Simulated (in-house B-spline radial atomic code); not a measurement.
# BSE on G0W0@HF excitations of the beryllium ion Be²⁺

Method: BSE on G0W0@HF. Computed with a B-spline radial code for spherical atoms: linear response of the closed shell 1s2 with a statically screened interaction on G0W0 levels; non-relativistic, point nucleus, no spin-orbit coupling, no double excitations, S, P, D and F terms only.

Command:
```bash
python run_td.py task.json out
```
Settings (radii: box in bohr, nucleus in fm):
```
Z                        4
electrons                2
configuration            1s2
hamiltonian              nr
method                   bse
box_radius               29.48
intervals                47
```

Time taken, with all properties: 5.7 s on 1 thread of Intel(R) Xeon(R) Platinum 8488C (Sapphire Rapids), on a shared host.

The lowest states, in the order of their Tamm-Dancoff energies; the method's threshold (minus the highest G0W0 level) is 153.92 eV. Labels give the largest channel, * marks a mixed state, and oscillator strengths are full-response dipole values. Energies in eV:

```json
{"state": "1s → 2s 3S", "full response": "118.49", "Tamm-Dancoff": "118.54", "oscillator strength": "-"}
{"state": "1s → 2p 3P", "full response": "121.84", "Tamm-Dancoff": "121.87", "oscillator strength": "-"}
{"state": "1s → 2s 1S", "full response": "?", "Tamm-Dancoff": "?", "oscillator strength": "-"}
{"state": "1s → 2p 1P", "full response": "123.96", "Tamm-Dancoff": "123.98", "oscillator strength": "0.531"}
{"state": "1s → 3s 3S", "full response": "?", "Tamm-Dancoff": "?", "oscillator strength": "-"}
{"state": "1s → 3p 3P", "full response": "139.89", "Tamm-Dancoff": "139.89", "oscillator strength": "-"}
{"state": "1s → 3s 1S", "full response": "139.92", "Tamm-Dancoff": "139.94", "oscillator strength": "-"}
{"state": "1s → 3d 3D", "full response": "140.30", "Tamm-Dancoff": "140.30", "oscillator strength": "-"}
{"state": "1s → 3d 1D", "full response": "140.32", "Tamm-Dancoff": "140.32", "oscillator strength": "-"}
{"state": "1s → 3p 1P", "full response": "140.49", "Tamm-Dancoff": "140.49", "oscillator strength": "0.127"}
{"state": "1s → 4s 3S", "full response": "145.74", "Tamm-Dancoff": "145.74", "oscillator strength": "-"}
{"state": "1s → 4p 3P", "full response": "146.09", "Tamm-Dancoff": "146.09", "oscillator strength": "-"}
{"state": "1s → 4s 1S", "full response": "146.10", "Tamm-Dancoff": "146.11", "oscillator strength": "-"}
{"state": "1s → 4d 3D", "full response": "146.26", "Tamm-Dancoff": "146.26", "oscillator strength": "-"}
{"state": "1s → 4f 3F", "full response": "146.27", "Tamm-Dancoff": "146.27", "oscillator strength": "-"}
{"state": "1s → 4f 1F", "full response": "146.27", "Tamm-Dancoff": "146.27", "oscillator strength": "-"}
```

Where does 1s → 2s 1S lie?

At 122.00 eV in full response, 122.06 eV in Tamm-Dancoff.

Where does 1s → 3s 3S lie?

At 139.02 eV in full response, 139.03 eV in Tamm-Dancoff.

How large is the singlet-triplet splitting of 1s → 2s (S terms) in Tamm-Dancoff?

3.52 eV, from the unrounded values.

What polarisabilities and dispersion coefficient does the method give?

Dipole 0.0515 bohr³, quadrupole 0.0152 bohr⁵, C6 0.01096 hartree·bohr⁶ for two such species.
